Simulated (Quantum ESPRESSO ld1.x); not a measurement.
Values are calculated unless marked as measured or tabulated.
One sound ld1.x (Quantum ESPRESSO 7.5) input for neutral neon gives E = -128.5258 hartree in 24 iterations:

```
 &input
    zed=10.0,
    iswitch=1,
    rel=0,
    dft='PBESOL',
    config='[Ne]',
    prefix='ld1',
    max_out_wfc=37,
    file_charge='ld1.rho',
 /
```

Changed or added lines, one case at a time, and what came of them:

- rel=2 lsd=1: refused. The program stops in ld1_readin with "local spin density and spin-orbit not allowed": spin polarisation goes with rel = 0 or 1 alone.
- dft='SCANN': refused. The program stops in set_dft_from_name with "libxc needed for this functional": the name is not a functional that the program knows.
- lsd=2: refused. The program stops in ld1_readin with "lsd not correct": lsd takes 0 or 1.
- rel=3: refused. The program stops in ld1_readin with "wrong rel": rel takes 0, 1 or 2.
- beta=0.01: harmless. The cycle still converges, in 115 iterations against 24.
- xmin=-20.0: usable despite the warning. The mesh starts very near the nucleus, where rounding noise keeps the residual above the threshold; the energy differs from the sound run by less than 1e-5 hartree.
- rel=2 cau_fact=9.76: crashed. The program stops in dirsol with "no classical turning point found": with c below Z the Dirac equation of a point nucleus has no 1s solution.
